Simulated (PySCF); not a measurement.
**From computed data to an observable: oscillator strength and radiative lifetime**

B(Br)(OH)(NH2) (BBrH3NO), SMILES NB(O)Br.

Geometry optimised at ωB97X-D3(BJ)/def2-SVP. Other conformers were not sampled.

PySCF with TDA-PBE0/def2-SVPD puts the first singlet state with f over 0.02 at 7.22 eV (vertical), with the transition dipole (-0.673, 0.070, 0.000) in atomic units.

### Question
Find the oscillator strength, the wavelength and the radiative lifetime that this transition would have in vacuum if emission retraced absorption.

### Answer

|μ|² = 0.4578 au, so |μ| = 1.72 D. ΔE = 7.22/27.211 = 0.2653 hartree. f = (2/3) ΔE |μ|² = 0.081 (the program prints 0.081).
λ = 1239.84/7.22 = 172 nm; ν = 58233 cm⁻¹.
Einstein's coefficient A = 0.6670 ν² f s⁻¹ (ν in cm⁻¹) = 1.8e8 s⁻¹, so τ = 1/A = 5.5 ns. This state is S2; the lower singlet has f = 0.000. The figure is the radiative limit of this one transition; relaxation, internal conversion, crossing to triplets and a medium change what is measured.
